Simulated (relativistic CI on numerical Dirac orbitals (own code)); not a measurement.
# Os3+: 5p photoemission

Computed with this model: Dirac-Coulomb-Breit CI, separate exchange-only KLI orbitals for each configuration, model QED, valence Slater integrals scaled by 0.7, multiplet model of photoemission in the sudden approximation; configurations [Xe] 4f14 5d5 → [Kr] 4d10 4f14 5s2 5p5 5d5; 80 K; Lorentzian 1.5 eV and Gaussian 0.6 eV FWHM. Energies are those of the free ion, without screening or charge transfer. The energies are binding energies and can lie tens of eV above those of solids. S is read from ⟨S²⟩ = S(S + 1).

Field parameters in Wybourne normalisation: Oh B⁴₀ = 21Dq, B⁴₄ = √(5/14) B⁴₀. The field is a parameter set, without covalency.

Computed curve for Oh, 10Dq = 44050 cm⁻¹, scaled to 100 at the maximum (points under 2 are left out and the grid is thinned):

| Energy (eV) | Intensity |
| --- | --- |
| 78.8 | 2.0 |
| 79.4 | 2.4 |
| 79.8 | 2.8 |
| 80.4 | 3.4 |
| 80.8 | 4.0 |
| 81.4 | 5.3 |
| 81.8 | 6.6 |
| 82.4 | 9.5 |
| 82.8 | 12.7 |
| 83.4 | 21.7 |
| 83.8 | 33.5 |
| 84.4 | 67.2 |
| 85.0 | 99.5 |
| 85.4 | 95.1 |
| 86.0 | 65.0 |
| 86.4 | 45.4 |
| 87.0 | 31.3 |
| 87.4 | 30.4 |
| 88.0 | 31.4 |
| 88.4 | 27.1 |
| 89.0 | 17.4 |
| 89.4 | 13.2 |
| 90.0 | 10.2 |
| 90.4 | 9.5 |
| 91.0 | 9.5 |
| 91.6 | 9.9 |
| 92.0 | 10.0 |
| 92.6 | 9.7 |
| 93.0 | 9.4 |
| 93.6 | 8.6 |
| 94.0 | 8.6 |
| 94.6 | 9.2 |
| 95.0 | 9.4 |
| 95.6 | 8.5 |
| 96.0 | 7.9 |
| 96.6 | 7.3 |
| 97.2 | 7.2 |
| 97.6 | 7.7 |
| 98.2 | 9.4 |
| 98.6 | 11.7 |
| 99.2 | 18.8 |
| 99.6 | 27.3 |
| 100.2 | 42.9 |
| 100.6 | 48.1 |
| 101.2 | 37.5 |
| 101.6 | 25.4 |
| 102.2 | 13.6 |
| 102.6 | 9.6 |
| 103.2 | 6.6 |
| 103.8 | 5.5 |
| 104.2 | 5.2 |
| 104.8 | 5.7 |
| 105.2 | 6.6 |
| 105.8 | 7.2 |
| 106.2 | 6.1 |
| 106.8 | 4.5 |
| 107.2 | 4.1 |
| 107.8 | 4.0 |
| 108.2 | 3.4 |
| 108.8 | 2.3 |

The ground state has S = 0.54, and the centroid lies at 91.04 eV.
